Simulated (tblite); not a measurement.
Species: C₈H₁₅P.
SMILES with atom numbers: `[CH2:1]=[CH:2][P@:3](=[CH2:4])([CH3:5])[CH:6]1[CH2:7][CH2:8][CH2:9]1` (hydrogens: H10, H11 on C1; H12 on C2; H13, H14 on C4; H15, H16, H17 on C5; H18 on C6; H19, H20 on C7; H21, H22 on C8; H23, H24 on C9)

Structure used (GFN2-xTB), in Å, numbered top down from 1:
```xyz
24
C8H15P angstrom
C     -2.7830   -1.0469    1.1072
C     -1.7897   -0.1714    1.1997
P     -0.8101    0.4831   -0.2030
C     -1.1265    1.9077   -1.0907
C     -0.7364   -0.9032   -1.3815
C      0.8310    0.6644    0.5914
C      1.5244   -0.6410    1.0096
C      2.5356   -0.4498   -0.1309
C      1.9536    0.9425   -0.4168
H     -2.9669   -1.6060    0.2043
H     -3.4314   -1.2653    1.9408
H     -1.6542    0.4032    2.1121
H     -2.0945    1.8444   -1.5870
H     -1.0744    2.7895   -0.4535
H      0.0726   -0.7051   -2.0820
H     -0.5894   -1.8581   -0.8809
H     -1.6732   -0.9183   -1.9367
H      0.7187    1.4097    1.3843
H      0.9088   -1.5384    0.9564
H      1.9735   -0.5889    2.0002
H      2.4050   -1.1535   -0.9508
H      3.5801   -0.4593    0.1746
H      2.6092    1.7603   -0.1248
H      1.6057    1.1203   -1.4342
```

Calculated harmonic vibrations of the isolated species, GFN2-xTB (tblite), most abundant isotopes, no scaling. Errors from tens to a few hundred cm⁻¹ against measured bands are possible. One conformer, not necessarily the lowest.

Harmonic wavenumbers (cm⁻¹): 46.5, 84.6, 93.6, 138.2, 157.3, 180.6, 200.9, 211.8, 262.3, 302.2, 316.2, 340.8, 367.7, 527.7, 607.8, 657.2, 741.6, 761.3, 766.6, 796.5, 812.8, 823.6, 840.5, 880.0, 916.4, 975.3, 982.8, 988.9, 996.9, 1002.0, 1030.8, 1042.7, 1064.9, 1094.8, 1172.0, 1175.4, 1203.3, 1231.9, 1238.0, 1241.2, 1259.7, 1260.9, 1297.4, 1394.0, 1399.3, 1415.1, 1435.5, 1472.1, 1475.9, 1494.3, 1630.3, 2915.4, 2951.9, 2966.5, 2981.3, 2985.9, 2990.0, 2999.0, 2999.6, 3002.4, 3008.2, 3014.1, 3014.3, 3017.2, 3084.7, 3109.0.

A = 2089, B = 1049, C = 905.4 MHz; mass 142.091 u (most abundant isotopes); point group C1, symmetry number 1.

What is the zero-point energy?

Half the sum of the wavenumbers: 44425 cm⁻¹ = 127.02 kcal/mol.

Entropy at 273.15 K, 1 bar (ideal gas, RRHO, classical rotation)?

Translation 40.36, rotation 29.21, vibration 32.14: S = 101.7 cal/(mol K).

And Cp and H(273.15 K) − H(0)?

Cp = 42.44 cal/(mol K), of which vibrations give 34.49 (their classical limit is 66 R = 131.2); H(273.15 K) − H(0) = 6.92 kcal/mol without the zero-point energy, 4.75 from vibrations.

What must be added to the electronic energy to get the Gibbs energy at 273.15 K and 1 bar?

ZPE + [H(273.15 K) − H(0)] − T·S = 127.02 + 6.92 − 27.78 = 106.16 kcal/mol.

Blend soft modes into free rotors: weight 1/[1 + (100 cm⁻¹/ν̃)⁴] for the oscillator and the rest for a rotor with moment μB/(μ + B), μ = h/(8π²ν), B = 10⁻⁴⁴ kg m². What vibrational entropy results?

30.14 cal/(mol K) in place of 32.14, which changes −T·S at 273.15 K by +0.55 kcal/mol.

How do the functions run with temperature in this model?

```
 T (K)  S (cal/(mol K))  Cp (cal/(mol K))  H − H(0) (kcal/mol)  G − H(0) (kcal/mol)  ln q(vib)
    50             59.3              13.9                 0.51                -2.46       0.51
   100             71.4              21.7                 1.40                -5.73       1.87
298.15            105.6              45.7                 8.02               -23.45       8.23
373.15            116.9              55.5                11.82               -31.80      10.63
   500            135.2              69.8                19.81               -47.80      14.68
   750            167.6              89.6                39.93               -85.76      22.49
  1000            195.3             102.7                64.07              -131.20      29.82
```

q(vib) and H(0) count from the zero-point level.

Hindered rotation and anharmonicity are outside this model. Other conformers, if any are populated, would add a mixing term that is left out. The structure is chiral; the term R ln 2 for an equal mix with its mirror image is left out.
